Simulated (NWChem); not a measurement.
# MnBrCl, sextet; SMILES [Cl][Mn][Br]

```xyz
3

Mn    -0.0140     0.5211     0.0000
Cl    -0.0857     2.7065     0.0000
Br     0.0626    -1.8078     0.0000
```
Atoms are numbered in this order, from 1.

All runs: NWChem. Pople sets run with spherical d functions. Spin-unrestricted. Coordinates come from a PBE0/def2-SVP, spin-unrestricted optimisation. This spin state was assumed; another may lie lower. No stability test was run on the SCF state. Vzz is the largest principal value of the second derivative of the potential at the nucleus (NWChem prints the opposite sign); η is the asymmetry. Non-relativistic.

```tsv
level	Vzz Mn1 (a.u.)	η Mn1	Vzz Cl2 (a.u.)	η Cl2	Vzz Br3 (a.u.)	η Br3
PBE0/cc-pVTZ	…	0.00	…	0.00	…	0.00
PBE0/def2-SVP	-1.364	0.00	1.039	0.00	2.080	0.00
UHF/6-31G*	-1.506	0.00	0.670	0.00	1.386	0.00
UHF/def2-SVP	-1.504	0.00	0.933	0.00	1.804	0.00
```

### Question
Fill in the missing entries.

### Answer

- PBE0/cc-pVTZ, Vzz Mn1 (a.u.): -1.859
- PBE0/cc-pVTZ, Vzz Cl2 (a.u.): 0.877
- PBE0/cc-pVTZ, Vzz Br3 (a.u.): 1.896
